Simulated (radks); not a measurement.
Charge is removed step by step from the 4f up level of Eu2+, starting from [Xe] 4f(up 7, down 0). Calculated with a radial shooting solver on a logarithmic mesh with Libxc functionals: non-relativistic Kohn-Sham, PBE, spin-polarised, spherical densities, point nucleus; relativity is left out, which matters for an element this heavy.

| removed (e) | E - E(0) (eV) | eigenvalue (eV) | E minus straight line (eV) |
|---|---|---|---|
| 0 | 0.000 | -20.841 | 0.000 |
| 0.1 | 2.168 | -22.525 | -0.797 |
| 0.2 | 4.506 | -24.239 | -1.424 |
| 0.3 | 7.017 | -25.979 | -1.878 |
| 0.4 | 9.703 | -27.747 | -2.157 |
| 0.5 | 12.567 | -29.541 | -2.257 |
| 0.6 | 15.612 | -31.361 | -2.177 |
| 0.7 | 18.840 | -33.206 | -1.914 |
| 0.8 | 22.254 | -35.075 | -1.465 |
| 0.9 | 25.856 | -36.969 | -0.828 |
| 1 | 29.648 | -38.886 | 0.000 |

Removing the whole electron costs 29.648 eV by Delta-SCF, against 20.841 eV from minus the eigenvalue at the starting occupation. Slater's transition state (half an electron removed) gives 29.541 eV. Integrating minus the eigenvalue over the occupation (Janak's theorem) gives 29.648 eV. The mean slope of the eigenvalue, de/dn, is 18.0 eV per electron. Ionisation energy of Eu2+ in the NIST Atomic Spectra Database: 24.84 eV (semi-empirical).
